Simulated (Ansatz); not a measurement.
Au2Se. The state is a singlet with charge 0. Geometry r2SCAN-D4/def2-TZVP.

```xyz
3

Au    0.508   -1.588   -0.290
Au    0.051    1.537   -0.706
Se   -0.558    0.051    0.996
```

In the def2 sets Au takes a core potential; there is no spin–orbit coupling. The structure comes from a short search, and lower isomers may exist.

Estimate the orbital energies around the gap (eV) in Ansatz with HF/def2-TZVP, PBE-D4/def2-TZVP, PBE-D4/def2-TZVPD, r2SCAN-D4/def2-TZVPD, PBE0-D4/def2-SVP.


```
orbital  HF/def2-TZVP  PBE-D4/def2-TZVP  PBE-D4/def2-TZVPD  r2SCAN-D4/def2-TZVPD  PBE0-D4/def2-SVP
HOMO−13        -23.07            -17.28             -17.28                -17.79            -19.03
HOMO−12        -14.32             -9.91              -9.90                -10.14            -11.14
HOMO−11        -14.26             -9.59              -9.57                 -9.81            -10.86
HOMO−10        -14.01             -8.68              -8.66                 -8.95            -10.20
 HOMO−9        -13.28             -8.25              -8.22                 -8.47             -9.70
 HOMO−8        -13.27             -7.85              -7.83                 -8.10             -9.41
 HOMO−7        -13.07             -7.80              -7.77                 -8.02             -9.25
 HOMO−6        -12.97             -7.55              -7.52                 -7.80             -9.09
 HOMO−5        -12.96             -7.51              -7.49                 -7.78             -9.09
 HOMO−4        -12.76             -7.24              -7.21                 -7.50             -8.80
 HOMO−3        -12.71             -7.23              -7.20                 -7.50             -8.79
 HOMO−2         -9.24             -6.83              -6.81                 -6.99             -7.74
 HOMO−1         -8.81             -6.24              -6.22                 -6.39             -7.16
   HOMO         -8.03             -5.27              -5.29                 -5.42             -6.16
   LUMO         -0.08             -3.91              -3.92                 -3.71             -2.98
 LUMO+1          0.14             -3.81              -3.80                 -3.62             -2.85
 LUMO+2          1.68             -1.06              -1.18                 -0.90             -0.30
 LUMO+3          2.12             -0.51              -0.58                 -0.25              0.31
 LUMO+4          2.60             -0.06              -0.12                  0.23              0.77
 LUMO+5          3.12              0.72               0.36                  0.89              1.71
```
